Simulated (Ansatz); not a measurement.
C2H7GaS, SMILES `CS[CH2][GaH2]`, relaxed with RKS PBE0-D4/def2-TZVP in Ansatz 0.2.0 from a GFN2-xTB geometry. The force threshold is 0.005 eV/Å; the program also tests the step.

The species carries charge 0 and has multiplicity 1.

Start:

```xyz
11

C    -0.050   -1.619    0.331
S     1.187   -0.291    0.195
C     0.337    0.750   -1.118
Ga   -0.404    1.597    0.534
H     0.214   -2.215    1.200
H     0.001   -2.232   -0.566
H    -1.048   -1.193    0.450
H    -0.101    0.063   -1.844
H     1.145    1.304   -1.604
H    -1.609    1.004    1.314
H     0.327    2.832    1.107
```

Problem. How much energy does the relaxation release, and in how many steps? (Estimate.)

Solution. Computed: 0.08 eV, in 7 steps, 1 of them rejected.

Problem. Which bonds change most? (An estimate is asked.)

Solution. Computed: S2–Ga4 from 2.493 to 2.538 Å; S2–C3 from 1.879 to 1.835 Å; C1–S2 from 1.820 to 1.798 Å; C3–Ga4 from 1.999 to 1.979 Å.

Problem. Give the relaxed structure. (Estimate.)

Solution. The calculation gave: 
```xyz
11

C    -0.012   -1.668    0.307
S     1.160   -0.306    0.225
C     0.356    0.750   -1.042
Ga   -0.386    1.682    0.538
H     0.247   -2.269    1.179
H     0.070   -2.279   -0.593
H    -1.029   -1.294    0.418
H    -0.260    0.137   -1.696
H     1.138    1.249   -1.609
H    -1.689    1.089    1.175
H     0.404    2.908    1.098
```
